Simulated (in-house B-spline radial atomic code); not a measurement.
Values are calculated unless marked as measured or tabulated.
W ion on W atom: potential, deflection and energy transfer

The pair potential comes from two frozen, spherical free-atom densities (PBE, B-spline radial code, scalar-relativistic past argon): electrostatics plus the change in Thomas-Fermi kinetic and Dirac exchange energy where they overlap, the recipe behind the universal ZBL potential, which averages such potentials (from solid-state densities) over many pairs. It is written V = (Z1 Z2 e²/r) φ(r/a), with e² = 14.3996 eV·Å and a = 0.46850 Å/(Z1^0.23 + Z2^0.23); ZBL's fit is φ = 0.18175 e^(−3.1998x) + 0.50986 e^(−0.94229x) + 0.28022 e^(−0.4029x) + 0.02817 e^(−0.20162x). Where φ falls below 4e-4 it is continued as an exponential.

Masses 183.84 and 183.84 u.

```json
{"x = r/a": "0.1", "φ, this pair": "0.8802", "φ, ZBL": "0.8928"}
{"x = r/a": "0.5", "φ, this pair": "0.5968", "φ, ZBL": "0.6096"}
{"x = r/a": "1.5", "φ, this pair": "0.2869", "φ, ZBL": "0.2995"}
{"x = r/a": "3", "φ, this pair": "0.1217", "φ, ZBL": "0.1292"}
{"x = r/a": "5", "φ, this pair": "0.04763", "φ, ZBL": "0.05224"}
{"x = r/a": "8", "φ, this pair": "0.015", "φ, ZBL": "0.01705"}
{"x = r/a": "12", "φ, this pair": "0.004349", "φ, ZBL": "0.00474"}
{"x = r/a": "17", "φ, this pair": "0.001209", "φ, ZBL": "0.001212"}
```

(1) At x = 2 the electrostatic, kinetic and exchange parts are 44737.7, 52239.06 and -1421.93 eV. Find r, V and φ.

(2) The ion comes in at 18.12 keV with impact parameter 0.1741 Å. The scattering integral gives a centre-of-mass angle of 118.4° and a closest approach of 5.182 a. What are the reduced energy, the energy passed on and the laboratory angles?

Results:

(1) a = 0.46850/(2.6911 + 2.6911) = 0.08705 Å, so r = 0.17410 Å. V = 44737.7 + 52239.06 + (-1421.93) = 95554.83 eV. The bare repulsion is 74 × 74 × 14.3996/0.17410 = 452930 eV, so φ = 0.2110, -4.9 % against ZBL's 0.2218. The kinetic (Pauli) term is 55 % of V here.

(2) ε = E a M2/(Z1 Z2 e² (M1 + M2)) = 18120 × 5.5197e-07 = 0.01. The most that one collision can pass on is γE with γ = 4 M1 M2/(M1 + M2)² = 1.0000. Here T = γE sin²(θ/2) = 1.0000 × 18120 × 0.7379 = 13370 eV. The ion turns by arctan(sin θ/(cos θ + M1/M2)) = 59.2°, and the struck atom leaves at (180° − θ)/2 = 30.8°. The closest approach is 0.451 Å. With ZBL the angle would be 119.98° and T = 13580 eV.
